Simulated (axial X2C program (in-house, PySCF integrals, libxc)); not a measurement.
**KIn: cheaper levels and CCSD(T), with spin–orbit coupling**

Computed with an in-house relativistic program for diatomic molecules. Two-component (2c) means X2C with spin–orbit coupling and atomic mean-field two-electron Coulomb and Gaunt terms. Basis: In dyall-cv3z [11s12p9d4f1g], K dyall-cv3z [11s12p6d3f] (cores contracted in-house); Gaussian nuclei, density fitting, unrestricted open shells. Masses: In 114.904 u, K 38.964 u.

State: Ω = 0 (closed shell); fragments In + K.

```tsv
level	Re (Å)	ωe (cm⁻¹)	De (eV)
PBE0	3.705	97.4	n/a
HF	3.777	95.4	n/a
CCSD	3.695	97.2	0.445
```

Correlated methods: 12 electrons correlated (number of frozen shells: In 4 s, 3 p, 2 d; K 2 s, 1 p), 300 virtual spin orbitals or spinors in MP2, 90 natural virtuals in coupled cluster.

CCSD(T), same Hamiltonian and basis:

Re = 3.696 Å, ωe = 94.9 cm⁻¹, De = 0.49 eV; T1 = 0.033 (Lee–Taylor normalisation).

(1) Give the differences from CCSD(T) in the columns below.

The state is one determinant whose occupation by symmetry is held fixed; it was picked as the lowest of a PBE0 search that is not exhaustive. Closed shells are restricted here (equal orbitals for both partners); the stretched side of such a curve lies too high. Dissociation energies refer to the lowest single-determinant-based atoms at the same level and basis. De is not given where an atomic determinant may have missed its ground term or J level, or where the truncated virtual space spoils (T). Coupled cluster ran in a truncated set of natural virtual spinors; the MP2 energy of the rest was added. (T) has no such correction and the atoms are truncated less, which lowers De at CCSD(T) by a hundredth of an eV or more. PBE0 can misorder states that lie within some tenths of an eV, so this need not be the ground state of the molecule. The nearest other 2c determinant of the search, Ω = 1, lies 0.16 eV up at the distance of the search. The functionals have no current-density term, which raises determinants with orbital currents, atoms included. The T1 diagnostic is large, a sign of multireference character. With the outer-core shells frozen, correlated bond lengths of heavy atoms tend to come out a few hundredths of an ångström too long.

Answers

(1) 

```csv
level,ΔRe (Å),Δωe (cm⁻¹),ΔDe (eV)
PBE0,0.009,2.5,n/a
HF,0.081,0.5,n/a
CCSD,-0.001,2.3,-0.04
```
